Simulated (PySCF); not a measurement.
**Atomic charges against the basis set**

C₂H₈BOP.
Structure used (PBE0-D3(BJ)/def2-SVP), in Å, numbered top down from 1:
```xyz
13
C2H8BOP angstrom
C     -2.036   -0.536   -0.555
C     -0.647   -0.435    0.026
O     -0.171    0.891   -0.119
B      1.127    1.234   -0.098
P      2.566   -0.047    0.027
H     -2.027   -0.301   -1.629
H     -2.716    0.171   -0.056
H     -2.433   -1.553   -0.425
H      0.040   -1.137   -0.480
H     -0.653   -0.695    1.098
H      1.379    2.405   -0.275
H      3.469    0.786    0.744
H      2.111   -0.790    1.156
```

PBE0 throughout (PySCF), one geometry, spherical d and f functions. Isolated species at its PBE0-D3(BJ)/def2-SVP geometry (one conformer only). Atoms taken as equivalent share a column and are averaged. The first 7 of 9 kinds of atom are listed.

Mulliken charges (e):

| basis | functions | C1 | C2 | O3 | B4 | P5 | H6/H7/H8 | H9/H10 |
| --- | --- | --- | --- | --- | --- | --- | --- | --- |
| STO-3G | 37 | -0.237 | -0.034 | -0.224 | +0.081 | +0.179 | +0.090 | +0.089 |
| 6-31G | 65 | -0.493 | -0.099 | -0.499 | +0.224 | -0.074 | +0.181 | +0.184 |
| pcSseg-0 | 65 | -0.657 | -0.185 | -0.615 | +0.308 | -0.346 | +0.244 | +0.250 |
| 6-31G* | 90 | -0.542 | -0.101 | -0.362 | +0.180 | -0.194 | +0.189 | +0.180 |
| cc-pVDZ | 114 | -0.091 | +0.047 | -0.152 | +0.036 | -0.139 | +0.055 | +0.054 |
| def2-SVP | 114 | -0.098 | +0.096 | -0.217 | +0.050 | -0.105 | +0.055 | +0.051 |
| 6-311+G(2d,p) | 191 | -0.556 | -0.132 | -0.338 | +0.356 | -0.249 | +0.155 | +0.153 |
| aug-cc-pVDZ | 191 | +0.303 | +1.130 | -0.481 | -0.471 | -1.003 | -0.104 | -0.359 |
| def2-TZVP | 209 | -0.350 | -0.071 | -0.215 | +0.117 | -0.260 | +0.126 | +0.115 |
| IGLO-III | 264 | -0.339 | -0.087 | -0.352 | +0.285 | +0.083 | +0.123 | +0.116 |
| cc-pVTZ | 266 | -0.284 | +0.011 | -0.163 | +0.033 | -0.143 | +0.102 | +0.086 |

IAO charges (e):

```json
{"basis": "STO-3G", "functions": "37", "C1": "-0.401", "C2": "-0.116", "O3": "-0.217", "B4": "-0.007", "P5": "+0.145", "H6/H7/H8": "+0.143", "H9/H10": "+0.130"}
{"basis": "6-31G", "functions": "65", "C1": "-0.433", "C2": "-0.073", "O3": "-0.329", "B4": "+0.058", "P5": "-0.029", "H6/H7/H8": "+0.156", "H9/H10": "+0.140"}
{"basis": "pcSseg-0", "functions": "65", "C1": "-0.430", "C2": "-0.068", "O3": "-0.317", "B4": "+0.047", "P5": "-0.047", "H6/H7/H8": "+0.154", "H9/H10": "+0.140"}
{"basis": "6-31G*", "functions": "90", "C1": "-0.418", "C2": "-0.039", "O3": "-0.348", "B4": "+0.087", "P5": "+0.019", "H6/H7/H8": "+0.148", "H9/H10": "+0.129"}
{"basis": "cc-pVDZ", "functions": "114", "C1": "-0.417", "C2": "-0.036", "O3": "-0.342", "B4": "+0.071", "P5": "+0.013", "H6/H7/H8": "+0.147", "H9/H10": "+0.129"}
{"basis": "def2-SVP", "functions": "114", "C1": "-0.406", "C2": "-0.033", "O3": "-0.339", "B4": "+0.072", "P5": "+0.024", "H6/H7/H8": "+0.144", "H9/H10": "+0.126"}
{"basis": "6-311+G(2d,p)", "functions": "191", "C1": "-0.428", "C2": "-0.042", "O3": "-0.354", "B4": "+0.076", "P5": "+0.023", "H6/H7/H8": "+0.151", "H9/H10": "+0.133"}
{"basis": "aug-cc-pVDZ", "functions": "191", "C1": "-0.426", "C2": "-0.041", "O3": "-0.350", "B4": "+0.077", "P5": "+0.004", "H6/H7/H8": "+0.150", "H9/H10": "+0.132"}
{"basis": "def2-TZVP", "functions": "209", "C1": "-0.429", "C2": "-0.040", "O3": "-0.355", "B4": "+0.079", "P5": "+0.024", "H6/H7/H8": "+0.151", "H9/H10": "+0.132"}
{"basis": "IGLO-III", "functions": "264", "C1": "-0.430", "C2": "-0.042", "O3": "-0.356", "B4": "+0.076", "P5": "+0.027", "H6/H7/H8": "+0.151", "H9/H10": "+0.133"}
{"basis": "cc-pVTZ", "functions": "266", "C1": "-0.430", "C2": "-0.041", "O3": "-0.354", "B4": "+0.081", "P5": "+0.014", "H6/H7/H8": "+0.151", "H9/H10": "+0.133"}
```

Hirshfeld charges (e):

```json
{"basis": "STO-3G", "functions": "37", "C1": "-0.040", "C2": "+0.077", "O3": "-0.112", "B4": "+0.071", "P5": "+0.062", "H6/H7/H8": "+0.022", "H9/H10": "+0.019"}
{"basis": "6-31G", "functions": "65", "C1": "-0.098", "C2": "+0.035", "O3": "-0.156", "B4": "+0.107", "P5": "-0.035", "H6/H7/H8": "+0.044", "H9/H10": "+0.040"}
{"basis": "pcSseg-0", "functions": "65", "C1": "-0.101", "C2": "+0.032", "O3": "-0.143", "B4": "+0.102", "P5": "-0.015", "H6/H7/H8": "+0.043", "H9/H10": "+0.035"}
{"basis": "6-31G*", "functions": "90", "C1": "-0.100", "C2": "+0.032", "O3": "-0.149", "B4": "+0.117", "P5": "-0.038", "H6/H7/H8": "+0.043", "H9/H10": "+0.039"}
{"basis": "cc-pVDZ", "functions": "114", "C1": "-0.112", "C2": "+0.020", "O3": "-0.132", "B4": "+0.109", "P5": "-0.013", "H6/H7/H8": "+0.045", "H9/H10": "+0.038"}
{"basis": "def2-SVP", "functions": "114", "C1": "-0.115", "C2": "+0.020", "O3": "-0.140", "B4": "+0.111", "P5": "-0.006", "H6/H7/H8": "+0.046", "H9/H10": "+0.039"}
{"basis": "6-311+G(2d,p)", "functions": "191", "C1": "-0.117", "C2": "+0.011", "O3": "-0.164", "B4": "+0.124", "P5": "-0.004", "H6/H7/H8": "+0.048", "H9/H10": "+0.042"}
{"basis": "aug-cc-pVDZ", "functions": "191", "C1": "-0.125", "C2": "+0.007", "O3": "-0.158", "B4": "+0.123", "P5": "-0.006", "H6/H7/H8": "+0.050", "H9/H10": "+0.043"}
{"basis": "def2-TZVP", "functions": "209", "C1": "-0.120", "C2": "+0.011", "O3": "-0.158", "B4": "+0.125", "P5": "-0.010", "H6/H7/H8": "+0.048", "H9/H10": "+0.042"}
{"basis": "IGLO-III", "functions": "264", "C1": "-0.124", "C2": "+0.006", "O3": "-0.162", "B4": "+0.126", "P5": "+0.001", "H6/H7/H8": "+0.049", "H9/H10": "+0.041"}
{"basis": "cc-pVTZ", "functions": "266", "C1": "-0.121", "C2": "+0.012", "O3": "-0.151", "B4": "+0.124", "P5": "-0.011", "H6/H7/H8": "+0.048", "H9/H10": "+0.042"}
```

ESP-fitted charges (e):

```csv
basis,functions,C1,C2,O3,B4,P5,H6/H7/H8,H9/H10
STO-3G,37,-0.516,+0.373,-0.333,+0.350,-0.261,+0.136,+0.001
6-31G,65,-0.540,+0.581,-0.563,+0.459,-0.479,+0.140,-0.023
pcSseg-0,65,-0.641,+0.619,-0.577,+0.515,-0.539,+0.164,-0.020
6-31G*,90,-0.537,+0.524,-0.444,+0.360,-0.390,+0.138,-0.023
cc-pVDZ,114,-0.489,+0.497,-0.420,+0.323,-0.331,+0.126,-0.021
def2-SVP,114,-0.492,+0.525,-0.450,+0.357,-0.348,+0.126,-0.026
"6-311+G(2d,p)",191,-0.571,+0.512,-0.440,+0.324,-0.308,+0.147,-0.016
aug-cc-pVDZ,191,-0.550,+0.505,-0.434,+0.334,-0.307,+0.142,-0.018
def2-TZVP,209,-0.562,+0.520,-0.434,+0.332,-0.305,+0.144,-0.022
IGLO-III,264,-0.545,+0.493,-0.427,+0.318,-0.283,+0.141,-0.017
cc-pVTZ,266,-0.542,+0.501,-0.426,+0.331,-0.305,+0.139,-0.019
```

Some averages cover members that differ in this geometry, most widely: H6/H7/H8, ESP-fitted in 6-31G +0.111 to +0.160; H6/H7/H8, ESP-fitted in pcSseg-0 +0.138 to +0.184; H6/H7/H8, ESP-fitted in 6-311+G(2d,p) +0.123 to +0.165; H6/H7/H8, ESP-fitted in aug-cc-pVDZ +0.118 to +0.159 e.

Question: Which scheme is steadiest as the basis changes?

Answer: Largest range over the bases for any column: Hirshfeld 0.10 e, IAO 0.19 e, ESP-fitted 0.28 e, Mulliken 1.31 e. Hirshfeld charges move least and Mulliken charges most, counted in e. Without the minimal STO-3G basis the ranges are Hirshfeld 0.04, IAO 0.07, ESP-fitted 0.26, Mulliken 1.31 e.

Question: How much do the charges still move between the two largest bases, IGLO-III and cc-pVTZ?

Answer: At most, over all atoms: Mulliken 0.252 e, IAO 0.013 e, Hirshfeld 0.012 e, ESP-fitted 0.022 e.

Question: What do the same runs give for the total energy, the frontier levels and the dipole moment?

Answer: 
| basis | energy (Eh) | HOMO (eV) | LUMO (eV) | μ (D) |
| --- | --- | --- | --- | --- |
| STO-3G | -516.0255 | -3.95 | 3.54 | 1.96 |
| 6-31G | -522.0287 | -7.03 | -0.20 | 2.05 |
| pcSseg-0 | -521.3125 | -7.16 | -0.37 | 2.28 |
| 6-31G* | -522.1116 | -7.02 | -0.14 | 1.88 |
| cc-pVDZ | -522.1457 | -7.05 | -0.29 | 1.79 |
| def2-SVP | -521.8997 | -7.09 | -0.33 | 1.85 |
| 6-311+G(2d,p) | -522.2006 | -7.20 | -0.59 | 1.73 |
| aug-cc-pVDZ | -522.1582 | -7.18 | -0.57 | 1.70 |
| def2-TZVP | -522.2161 | -7.17 | -0.53 | 1.69 |
| IGLO-III | -522.2208 | -7.15 | -0.52 | 1.68 |
| cc-pVTZ | -522.2156 | -7.17 | -0.48 | 1.71 |

The dipole is fixed by the density alone, so its range of 0.60 D shows that the density itself changes with the basis, not only its division among atoms.
